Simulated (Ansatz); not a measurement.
Basis sets compared for [GeMe3]- (C₃H₉Ge⁻). Total charge -1; singlet. Geometry B3LYP-D4/def2-SVPD. Ansatz on 2 threads of Arm Neoverse V1 on a shared host; times are rough, and most runs start from earlier orbitals.

Cartesian coordinates in Å:
```
Ge 1.136 -0.052 0.176
C 0.337 0.743 -1.558
H 0.649 1.793 -1.694
H -0.770 0.716 -1.539
H 0.675 0.178 -2.444
C -0.116 1.001 1.442
H -1.172 0.927 1.114
H 0.156 2.070 1.469
H -0.054 0.615 2.474
C -0.041 -1.752 0.144
H 0.011 -2.288 1.108
H 0.290 -2.450 -0.644
H -1.103 -1.501 -0.047
```

At PBE-D4/def2-SVPD, PBE-D4/def2-TZVPD, PBE0-D4/def2-SVPD, PBE0-D4/def2-TZVPD the highest occupied level of the charge -1 singlet lies above zero (up to 0.93 eV). By energy differences its removal costs 1.74 eV (vertical, to the charge 0 doublet, at B2PLYP/def2-TZVPD).

```
            level  functions  energy (Eh)  HOMO (eV)  LUMO (eV)  wall time
 PBE-D4/def2-SVPD        170   -2195.9270       0.93       3.97        3 s
PBE0-D4/def2-SVPD        170   -2196.0041       0.09       4.62      4.1 s
```

Task: Estimate the rows for PBE-D4/def2-TZVPD (with forces), PBE0-D4/def2-TZVPD.

Result: 
```json
{"level": "PBE-D4/def2-TZVPD (with forces)", "functions": "246", "energy (Eh)": "-2196.3170", "HOMO (eV)": "0.84", "LUMO (eV)": "3.46", "wall time": "6 s"}
{"level": "PBE0-D4/def2-TZVPD", "functions": "246", "energy (Eh)": "-2196.3906", "HOMO (eV)": "0.02", "LUMO (eV)": "4.03", "wall time": "7 s"}
```
